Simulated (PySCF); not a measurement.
Be(H)(SeH) (BeH₂Se), SMILES [BeH][SeH].

The structure is a stationary point at PBE0-D3(BJ)/def2-TZVP.

Computed with PySCF with B3LYP/def2-TZVPD.

Symmetry labels are those of the subgroup Cs that the program uses (full group Cs).

Computed valence orbital energies around the gap with their symmetry:
```csv
orbital,symmetry,energy (eV)
HOMO−7,A",-57.36
HOMO−6,A',-57.24
HOMO−5,A",-57.24
HOMO−4,A',-19.14
HOMO−3,A',-10.86
HOMO−2,A',-9.51
HOMO−1,A',-8.57
HOMO,A",-7.17
LUMO,A',-1.29
LUMO+1,A",-0.76
LUMO+2,A',-0.61
LUMO+3,A',0.38
```
